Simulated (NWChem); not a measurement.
Species: GeH$_{3}$O$_{3}$Cl; SMILES [OH][Ge]([OH])([OH])[Cl]

```xyz
8

O      0.9847    -1.3425     0.8944
Ge     0.0000     0.0000     0.2885
O     -1.6550    -0.1815     0.8944
O      0.6703     1.5240     0.8944
Cl     0.0000     0.0000    -1.8921
H      1.8725    -1.3233     0.4886
H     -2.0823    -0.9600     0.4886
H      0.2098     2.2833     0.4886
```
Atoms are numbered in this order, from 1.

Program: NWChem. Pople sets run with spherical d functions. The geometry was optimised at PBE-D3(BJ)/def2-SVP. B3LYP is NWChem's, with the RPA form of VWN correlation.

For level PW91/6-31G*:

```
Item                         Value
---------------------------  -----
highest occupied level (eV)  -7.54
orbital gap (eV)              5.58
dipole (D)                    0.95
```

Question: Estimate the same quantities for level B3LYP/6-31G*.

Answer: 
| Property | Value |
|---|---|
| highest occupied level (eV) | -8.87 |
| orbital gap (eV) | 7.68 |
| dipole (D) | 1.10 |
